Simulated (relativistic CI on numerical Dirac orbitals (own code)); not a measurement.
# Forbidden lines of Cu7+

Calculated at this level of theory: Dirac-Coulomb-Breit CI, separate exchange-only KLI orbitals for each configuration, QED by a radiative potential, unscaled Slater integrals (own radial code, finite nucleus).

Configurations in the expansion (outside the closed core [Ne]): 3s2 3p6 3d4, 3s2 3p5 3d5, 3s2 3p6 3d3 4s, 3s 3p6 3d5, 3s2 3p6 3d3 4p, 3s2 3p6 3d3 4d, 3s2 3p6 3d2 4s 4p, 3s2 3p6 3d3 5s, 3s2 3p6 3d3 4f, 3s2 3p6 3d3 5p, 3s2 3p6 3d2 4p 4d, 3s2 3p6 3d2 4s2, 3s2 3p6 3d 4s2 4p, 3s2 3p6 3d 4s2 4d, 3s2 3p6 3d 4s2 5s, 3p6 3d6, 3p5 3d7, 3s2 3p6 3d2 4p2, 3s2 3p6 3d 4s 4p2, 3s2 3p6 3d 4p3, 3s2 3p6 3d 4p2 4d, 3s2 3p6 3d 4p2 5s, 3s2 3p6 3d2 4s 4d, 3s2 3p6 3d 4s 4p 4d, 3s2 3p6 3d 4s 4d2, 3s2 3p6 3d 4s 4d 5s. Double excitations out of closed p, d and f shells are left out; levels of such configurations are missing from the list, as are those of other unlisted configurations, and high levels can miss mixing partners.

| λ vac (Å) | Lower | Upper | Type | A (s⁻¹) | log gf |
| --- | --- | --- | --- | --- | --- |
| 1746.5 | 3s2 3p6 3d4 5D_0 [1] | 3s2 3p6 3d4 3D_1 [22] | M1 | 2.24e+00 | -8.51 |
| 1757.7 | 3s2 3p6 3d4 5D_1 [2] | 3s2 3p6 3d4 3D_1 [22] | M1 | 1.87e+00 | -8.59 |
| 1770.9 | 3s2 3p6 3d4 5D_1 [2] | 3s2 3p6 3d4 3D_2 [21] | M1 | 1.88e+00 | -8.35 |
| 1792.4 | 3s2 3p6 3d4 5D_2 [3] | 3s2 3p6 3d4 3D_2 [21] | M1 | 1.40e+00 | -8.47 |
| 1803.0 | 3s2 3p6 3d4 5D_2 [3] | 3s2 3p6 3d4 3D_3 [19] | M1 | 9.39e-01 | -8.49 |
| 1822.5 | 3s2 3p6 3d4 5D_3 [4] | 3s2 3p6 3d4 3D_2 [21] | M1 | 1.28e+00 | -8.50 |
| 1833.6 | 3s2 3p6 3d4 5D_3 [4] | 3s2 3p6 3d4 3D_3 [19] | M1 | 8.40e-01 | -8.53 |
| 1871.8 | 3s2 3p6 3d4 5D_4 [5] | 3s2 3p6 3d4 3D_3 [19] | M1 | 3.50e+00 | -7.89 |
| 2284.2 | 3s2 3p6 3d4 5D_3 [4] | 3s2 3p6 3d4 3G_3 [15] | M1 | 5.17e-01 | -8.55 |
| 2305.8 | 3s2 3p6 3d4 5D_4 [5] | 3s2 3p6 3d4 3G_4 [16] | M1 | 6.06e-01 | -8.36 |
| 2427.0 | 3s2 3p6 3d4 5D_1 [2] | 3s2 3p6 3d4 3F_2 [12] | M1 | 1.07e+00 | -8.33 |
| 2445.4 | 3s2 3p6 3d4 5D_3 [4] | 3s2 3p6 3d4 3P_2 [14] | M1 | 6.51e+00 | -7.54 |
| 2467.4 | 3s2 3p6 3d4 5D_2 [3] | 3s2 3p6 3d4 3F_2 [12] | M1 | 1.95e+00 | -8.05 |
| 2468.6 | 3s2 3p6 3d4 5D_2 [3] | 3s2 3p6 3d4 3F_3 [11] | M1 | 1.56e+00 | -8.00 |
| 2506.3 | 3s2 3p6 3d4 5D_3 [4] | 3s2 3p6 3d4 3F_4 [13] | M1 | 1.45e+00 | -7.91 |
| 2526.1 | 3s2 3p6 3d4 5D_3 [4] | 3s2 3p6 3d4 3F_3 [11] | M1 | 4.03e+00 | -7.57 |
| 2538.3 | 3s2 3p6 3d4 5D_0 [1] | 3s2 3p6 3d4 3P_1 [10] | M1 | 1.03e+00 | -8.53 |
| 2578.4 | 3s2 3p6 3d4 5D_4 [5] | 3s2 3p6 3d4 3F_4 [13] | M1 | 6.81e+00 | -7.21 |
| 2599.3 | 3s2 3p6 3d4 5D_4 [5] | 3s2 3p6 3d4 3F_3 [11] | M1 | 5.30e-01 | -8.42 |
| 2606.9 | 3s2 3p6 3d4 5D_2 [3] | 3s2 3p6 3d4 3P_1 [10] | M1 | 1.03e+01 | -7.50 |
| 2720.3 | 3s2 3p6 3d4 5D_1 [2] | 3s2 3p6 3d4 3P_0 [6] | M1 | 1.37e+01 | -7.82 |
| 5121.7 | 3s2 3p6 3d4 3H_4 [7] | 3s2 3p6 3d4 1G_4 [20] | M1 | 1.44e+00 | -7.29 |
| 5334.6 | 3s2 3p6 3d4 3H_5 [8] | 3s2 3p6 3d4 1G_4 [20] | M1 | 2.11e+00 | -7.09 |
| 5446.8 | 3s2 3p6 3d4 3H_5 [8] | 3s2 3p6 3d4 1I_6 [18] | M1 | 1.08e+00 | -7.21 |
| 5677.5 | 3s2 3p6 3d4 3H_6 [9] | 3s2 3p6 3d4 1I_6 [18] | M1 | 1.37e+00 | -7.07 |
| 6548.6 | 3s2 3p6 3d4 3F_3 [11] | 3s2 3p6 3d4 1G_4 [20] | M1 | 8.93e-01 | -7.29 |
| 6685.6 | 3s2 3p6 3d4 3F_4 [13] | 3s2 3p6 3d4 1G_4 [20] | M1 | 2.94e+00 | -6.75 |
| 9027.9 | 3s2 3p6 3d4 3G_3 [15] | 3s2 3p6 3d4 1G_4 [20] | M1 | 6.90e-01 | -7.12 |
| 11171.8 | 3s2 3p6 3d4 3H_5 [8] | 3s2 3p6 3d4 3G_5 [17] | M1 | 4.64e-01 | -7.02 |
| 12187.6 | 3s2 3p6 3d4 3H_6 [9] | 3s2 3p6 3d4 3G_5 [17] | M1 | 4.32e-01 | -6.98 |

Terms are leading LS components. Brackets give the number of a level in order of energy, since labels repeat. The list gives strong lines, with weight on those to low levels, among the lowest 200 of 2678 levels, so that lines to higher ones, which can be the strongest, are missing. Levels whose partners in the same complex of configurations lie outside the list can be far off, and so can their lines. Rates are taken at the computed energies, electric ones in the length gauge.

At this charge configurations can still be misplaced by up to about 7 % of their energy. Terms inside the open d or f shell come out 10 to 20 % too wide with unscaled integrals.
